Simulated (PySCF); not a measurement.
# Magnetisability: `C=C1C[C@@H](C)[C@H](C)C1`, C8H14

Cartesian coordinates in Å; atom numbers follow the order of the lines, from 1:
```xyz
22

C     3.0061   -0.1635   -0.3273
C     1.6941   -0.0915   -0.1943
C     0.9232    1.1251    0.2410
C    -0.4921    0.6147    0.5352
C    -1.5540    1.6968    0.4042
C    -0.6590   -0.5502   -0.4542
C    -1.7801   -1.5136   -0.0929
C     0.7239   -1.2122   -0.4533
H     3.4942   -1.0648   -0.6576
H     3.6457    0.6756   -0.1116
H     0.8921    1.8480   -0.5796
H     1.3815    1.6180    1.0986
H    -0.5191    0.2103    1.5530
H    -1.3473    2.5147    1.0912
H    -1.5704    2.0953   -0.6087
H    -2.5402    1.3000    0.6343
H    -0.8533   -0.1341   -1.4488
H    -1.6320   -1.9135    0.9086
H    -2.7447   -1.0124   -0.1240
H    -1.8062   -2.3452   -0.7940
H     0.7856   -1.9397    0.3615
H     0.9415   -1.7384   -1.3829
```

Method: GIAO B97-2/pcSseg-1 magnetisability, rotational g tensor and spin-rotation constants, non-relativistic, gas phase (PySCF 2.14.0). Geometry: GFN2-xTB.

Question: What are the magnetisability and the molar susceptibility?

Answer: Isotropic -1416 × 10⁻³⁰ J/T², or -85.3 × 10⁻⁶ cm³/mol; principal values -1483, -1414, -1350 × 10⁻³⁰ J/T², anisotropy 115 × 10⁻³⁰ J/T² (root of half the summed squared differences of the principal values). The susceptibility is in cgs units.

Question: Split it along the inertial axes a, b, c into diamagnetic and paramagnetic parts about the centre of mass, with the quadrupole moment.

Answer: 
```csv
axis,χ (10⁻⁶ cm³/mol),diamagnetic (10⁻⁶ cm³/mol),paramagnetic (10⁻⁶ cm³/mol),summed x² of all electrons (Å²),quadrupole Θ (D Å)
a,-85.2,-538.6,453.4,183.6,-1.73
b,-81.6,-876.1,794.5,104.1,+2.17
c,-89.0,-1220.6,1131.6,22.9,-0.44
```
Anisotropies 2χaa − χbb − χcc = +0.2 and 2χbb − χaa − χcc = +11.1 × 10⁻⁶ cm³/mol. Θ is traceless in Buckingham's convention.

Question: And the rotational g tensor?

Answer: 
| axis | rotational constant (GHz) | g | nuclear part | electronic part |
| --- | --- | --- | --- | --- |
| a | 3.1065 | -0.0088 | 0.6529 | -0.6617 |
| b | 1.6699 | -0.0094 | 0.6139 | -0.6233 |
| c | 1.1540 | -0.0016 | 0.6119 | -0.6135 |

Asymmetric top; isotopes 12C, 1H; no vibrational averaging.
